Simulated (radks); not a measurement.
Question: Species: Sc V. Configuration: [Ne] 3s2 3p5 (the NIST ground configuration). All-electron calculation, non-relativistic Kohn-Sham, AM05, spin-polarised, spherical densities, point nucleus; open shells are filled with parallel spins first. Program: a radial shooting solver on a logarithmic mesh with Libxc functionals. Some entries of the table are withheld. Estimate them.

orbital  occ.  eigenvalue (eV)  r(max) (bohr)  <1/r> (bohr^-1)
1s up       1        -4416.855        0.04844            20.50
1s down     1        -4416.473        0.04844            20.50
2s up       1        -524.7755            (1)            4.246
2s down     1        -524.4217            (2)            4.246
2p up       3        -443.8271            (3)            4.182
2p down     3        -443.3467            (4)            4.182
3s up       1        -105.4067         0.9160            1.352
3s down     1        -103.8881         0.9168            1.348
3p up       3         -83.8980         0.9404            1.253
3p down     2         -82.4320         0.9420            1.248

Answer: 
(1) 2s up r(max) (bohr): 0.2863
(2) 2s down r(max) (bohr): 0.2864
(3) 2p up r(max) (bohr): 0.2332
(4) 2p down r(max) (bohr): 0.2332
